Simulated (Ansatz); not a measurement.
Compare A (`C=C1O[Si]1(C)N`) with its isomer B (`C=C/N=C/O[SiH3]`).

Isolated molecules relaxed with PBE0-D4/def2-TZVP in Ansatz; ΔE leaves out vibrations. CCSD(T)/CBS is the MP2 limit (def2-TZVPP, def2-QZVPP) plus CCSD(T) − MP2 in def2-TZVPP, frozen cores. DFT in def2-TZVPP. B3LYP here is the variant with VWN-RPA as its local correlation; programs differ in this. One conformer a species, not always the lowest.

A:

Z-matrix (Å, degrees):
```
Si
C 1 1.846
C 1 1.776 2 124.8
N 1 1.686 2 110.5 3 162.6
O 1 1.681 2 116.8 3 -56.3
H 2 1.092 1 111.3 3 -101.7
H 2 1.093 1 110.7 3 138.0
H 2 1.091 1 109.6 3 18.6
C 3 1.320 1 169.5 2 89.4
H 4 1.006 1 123.1 2 -177.8
H 4 1.005 1 123.0 2 11.9
H 9 1.082 3 119.9 1 -6.5
H 9 1.085 3 121.3 1 173.5
```

B:

```xyz
13

C     1.601    1.979    0.732
C     0.370    1.486    0.818
N     0.001    0.304    0.191
C    -1.189   -0.106    0.317
O    -1.593   -1.230   -0.262
Si   -0.460   -2.096   -1.175
H     2.364    1.465    0.161
H     1.862    2.903    1.231
H    -0.395    2.010    1.396
H    -1.976    0.395    0.888
H     0.660   -2.559   -0.326
H    -1.260   -3.251   -1.645
H     0.015   -1.298   -2.325
```

Which is lower in electronic energy at CCSD(T)/CBS, and by how much? (Best estimate.)

Computed: A, by 18.9 kcal/mol.

Give E(B) − E(A) in kcal/mol with B3LYP, B3LYP-D4, CCSD/def2-TZVPP, B2PLYP, ωB97M-V, r2SCAN-D4, PBE0-D4. (An estimate is asked.)

Ansatz gave: B3LYP 14.4, B3LYP-D4 14.9, CCSD/def2-TZVPP 16.3, B2PLYP 16.1, ωB97M-V 19.7, r2SCAN-D4 19.8, PBE0-D4 19.3. None reverses the order clearly.

Largest T1 diagnostic: 0.014.

In def2-TZVPP, CCSD(T) changes the Hartree–Fock value by +9.1 kcal/mol (the triples alone add +0.1 kcal/mol) and MP2 by +12.5 kcal/mol. From PBE to PBE0 (25 % exact exchange), in def2-TZVPP and without D4, E(B) − E(A) moves by +0.8 kcal/mol.
